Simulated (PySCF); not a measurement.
Compound: C₅H₈O₂.
SMILES with atom numbers: `[CH2:1]1[O:2][CH2:3][C:4]12[CH2:5][O:6][CH2:7]2` (hydrogens: H8, H9 on C1; H10, H11 on C3; H12, H13 on C5; H14, H15 on C7)

Geometry (PBE0-D3(BJ)/def2-SVP, Å), atoms numbered from 1 in this order:
```xyz
15
C5H8O2 angstrom
C     -1.720   -0.364   -0.569
O     -2.182   -1.524    0.115
C     -1.166   -1.401    1.104
C     -0.593   -0.147    0.442
C      0.877    0.005    0.049
O      0.998    1.228    0.766
C     -0.362    1.171    1.183
H     -1.389   -0.582   -1.601
H     -2.479    0.439   -0.604
H     -0.486   -2.273    1.125
H     -1.577   -1.250    2.119
H      1.550   -0.782    0.436
H      1.063    0.127   -1.034
H     -0.469    1.116    2.282
H     -0.957    2.026    0.813
```

The calculation used core-valence-separated Tamm–Dancoff BHandHLYP/aug-pcX-1 (pcseg-1 on H) in PySCF, non-relativistic, gas phase, PBE0-D3(BJ)/def2-SVP geometry. No empirical shift is added; at this level the pattern usually sits a few eV under experiment.

The lowest roots of each edge with f over 0.003 (five at most, numbered afresh; weaker and dark ones are left out), with transition dipoles (au) in the frame of the coordinates:

```tsv
root	edge	E (eV)	μx	μy	μz
1	C	286.25	-0.0227	-0.0195	-0.0046
2	C	286.45	0.0058	-0.0304	0.0333
3	C	286.45	-0.0154	0.0330	0.0287
4	C	286.45	-0.1032	-0.0820	-0.0206
5	C	286.89	-0.0340	0.0495	-0.0428
6	O	532.84	-0.0285	-0.0246	-0.0059
7	O	533.72	-0.0150	0.0280	-0.0454
8	O	533.73	0.0337	-0.0315	-0.0307
9	O	533.85	0.0190	0.0169	0.0040
```

Problem. What are the oscillator strengths?

Solution. f = (2/3) ΔE |μ|², with ΔE in hartree (27.2114 eV):

```json
{"root": "1", "ΔE (Eh)": "10.5193", "|μ|² (au)": "0.000917", "f": "0.006", "core hole on": "C4"}
{"root": "2", "ΔE (Eh)": "10.5268", "|μ|² (au)": "0.002067", "f": "0.015", "core hole on": "C1/C3/C5/C7"}
{"root": "3", "ΔE (Eh)": "10.5268", "|μ|² (au)": "0.002150", "f": "0.015", "core hole on": "C1/C3/C5/C7"}
{"root": "4", "ΔE (Eh)": "10.5270", "|μ|² (au)": "0.017799", "f": "0.125", "core hole on": "C1/C3/C5/C7"}
{"root": "5", "ΔE (Eh)": "10.5430", "|μ|² (au)": "0.005438", "f": "0.038", "core hole on": "C4"}
{"root": "6", "ΔE (Eh)": "19.5816", "|μ|² (au)": "0.001452", "f": "0.019", "core hole on": "O2/O6"}
{"root": "7", "ΔE (Eh)": "19.6140", "|μ|² (au)": "0.003070", "f": "0.040", "core hole on": "O2/O6"}
{"root": "8", "ΔE (Eh)": "19.6140", "|μ|² (au)": "0.003070", "f": "0.040", "core hole on": "O2/O6"}
{"root": "9", "ΔE (Eh)": "19.6188", "|μ|² (au)": "0.000663", "f": "0.009", "core hole on": "O2/O6"}
```

Problem. Molecules are fixed in this frame and the field points along x. What effective strengths 3 f cos²θ do the roots have (θ between field and μ)?

Solution. root 1 (C4): 0.011, root 2 (C1/C3/C5/C7): 0.001, root 3 (C1/C3/C5/C7): 0.005, root 4 (C1/C3/C5/C7): 0.224, root 5 (C4): 0.024, root 6 (O2/O6): 0.032, root 7 (O2/O6): 0.009, root 8 (O2/O6): 0.045, root 9 (O2/O6): 0.014. Root 4 is the strongest. Averaged over all orientations cos²θ is 1/3, which gives f back. For degenerate partners only the sum has meaning, as the program may mix them freely.

On one thread, x86-64 server, no GPU, shared host, this took 30 s.
